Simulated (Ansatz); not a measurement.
Cartesian coordinates in Å:
```
F -1.587 -0.499 -1.640
C -0.986 0.502 -0.951
F -1.942 1.351 -0.555
C -0.269 -0.092 0.274
F -1.205 -0.441 1.200
C 0.722 0.917 0.880
F 0.985 0.585 2.151
F 0.197 2.161 0.874
C 0.461 -1.373 -0.146
F 1.209 -1.847 0.865
F 1.294 -1.072 -1.175
H -0.294 1.016 -1.624
H 1.658 0.935 0.311
H -0.243 -2.144 -0.463
```

The species carries charge 0 and has multiplicity 1.

List the PBE0/def2-TZVPP orbital energies in eV (Ansatz). (Estimate.)

The calculation gave: Occupied: -675.38, -675.22, -675.16, -675.08, -675.06, -675.04, -675.02, -283.57, -283.56, -283.49, -282.11, -36.32, -36.09, -35.96, -34.96, -34.54, -34.41, -34.28, -23.94, -20.82, -20.64, -18.59, -17.36, -17.15, -17.01, -16.56, -16.38, -16.07, -15.74, -15.53, -15.38, -13.58, -13.40, -13.20, -12.99, -12.80, -12.74, -12.49, -12.37, -12.13, -12.03, -12.00, -11.36, -10.12, -10.01. Lowest empty: 0.52, 1.29, 1.40, 1.86, 2.17, 2.65, 3.38, 3.91.
